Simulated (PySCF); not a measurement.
C2H6BF2N. Atoms are numbered in the order given.

```xyz
12

C     -2.4719    -0.2942    -0.1633
C     -1.1167    -0.8332    -0.5906
N     -0.0925     0.1848    -0.6569
B      1.0033     0.3012     0.1971
F      1.2235    -0.5844     1.1663
F      1.8702     1.3028     0.0679
H     -2.4129     0.1636     0.8358
H     -2.8355     0.4743    -0.8645
H     -3.2230    -1.0982    -0.1315
H     -0.7762    -1.6000     0.1208
H     -1.2076    -1.3389    -1.5686
H     -0.2254     0.8985    -1.3633
```
Charge 0, spin multiplicity 1.

Coordinates come from a PBE0-D3(BJ)/def2-SVP optimisation. This is a generated structure with no PubChem entry under its InChIKey; it may be hypothetical. The values are those of a single conformer.

Method: PBE/pcSseg-1 (PySCF).

GIAO shieldings, no solvent; atoms listed in one row are averaged. δ = σ(ref) − σ: ¹³C against TMS (σ = 182.0 ppm); ¹⁵N against NH3 (σ = 267.0 ppm); ¹¹B against BF3 (σ = 83.9 ppm); ¹⁹F against CFCl3 (σ = 133.6 ppm); ¹H against TMS (σ = 31.49 ppm), references at their B3LYP-D3(BJ)/def2-TZVP geometries, non-relativistic.

```tsv
nucleus	atoms	count	δ (ppm)
¹³C	C2	1	41.5
¹³C	C1	1	23.2
¹⁵N	N3	1	89.7
¹¹B	B4	1	5.5
¹⁹F	F6	1	-159.0
¹⁹F	F5	1	-169.4
¹H	H10	1	3.38
¹H	H11	1	3.11
¹H	H12	1	2.41
¹H	H7, H8, H9	3	1.32
```
